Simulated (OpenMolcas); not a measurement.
A run on Cr2+ among 4 point charges of -2 e arranged as a square (D4h), 1.75 Å from the ion.

| Item | Value |
| --- | --- |
| Program | OpenMolcas 26.06 |
| Method | SS-CASPT2, IPEA 0.25 Eh, imaginary shift 0.1 Eh (closed shells correlated: 3s 3p) |
| Basis | ANO-RCC-VDZP [5s4p2d1f] |
| Scalar Hamiltonian | DKH2, point nucleus |
| Active space | 4 electrons in 5 orbitals (3d) |
| State averaging | 2S+1 = 5 even, 5 roots; 2S+1 = 3 even, 45 roots; 2S+1 = 1 even, 50 roots |
| Spin-orbit coupling | RASSI with atomic mean-field integrals over the reference wave functions |

First CASPT2 step and the start of its output:

```
&CASPT2
Multistate=5 1 2 3 4 5
NoMult
Frozen=2 3
IPEA=0.25
Imaginary=0.1
MaxIter=60
WThr=0.0 0.3 0.05
PrWF=0.5
NoMix
```

```
--- CASPT2 ---
Orbital specifications:
      -----------------------

      Symmetry species                           1   2
                                                ag  au
      Frozen orbitals                            2   3
      Inactive orbitals                          1   3
      Active orbitals                            5   0
      Secondary orbitals                         7  13
      Deleted orbitals                           0   0
      Number of basis functions                 15  19
Type of calculation                        SS-CASPT2
      Fock operator                              state-specific
      IPEA shift                                 0.25
      Real shift                                 0.00
      Imaginary shift                            0.10
      The input orbitals will be transformed to quasi-canonical
Reference energy:       -1053.9266152203
      E2 (Non-variational):      -0.3073597397
      Shift correction:          -0.0001987550
      E2 (Variational):          -0.3075584947
      Total energy:           -1054.2341737150
      Residual norm:              0.0000000795
      Reference weight:           0.94009
      Contributions to the CASPT2 correlation energy
      Active & Virtual Only:         -0.0466951376
      One Inactive Excited:          -0.1347611647
      Two Inactive Excited:          -0.1259034374
Reference energy:       -1053.8905358137
      E2 (Non-variational):      -0.2977238269
      Shift correction:          -0.0001545819
      E2 (Variational):          -0.2978784088
      Total energy:           -1054.1884142225
      Residual norm:              0.0000001409
      Reference weight:           0.94516
      Contributions to the CASPT2 correlation energy
      Active & Virtual Only:         -0.0399823060
...
```

Over all roots the printed reference weights run from 0.05 to 0.95, and roots that are degenerate in the reference spread by up to 0.07 cm-1.

Did the run give usable levels, and if not, why?

No. The equations converged, but the reference weight falls to 0.05 for at least one root against 0.95 for the best. A drop of that size marks an intruder state, so the energies of such roots and the levels built on them can't be trusted.
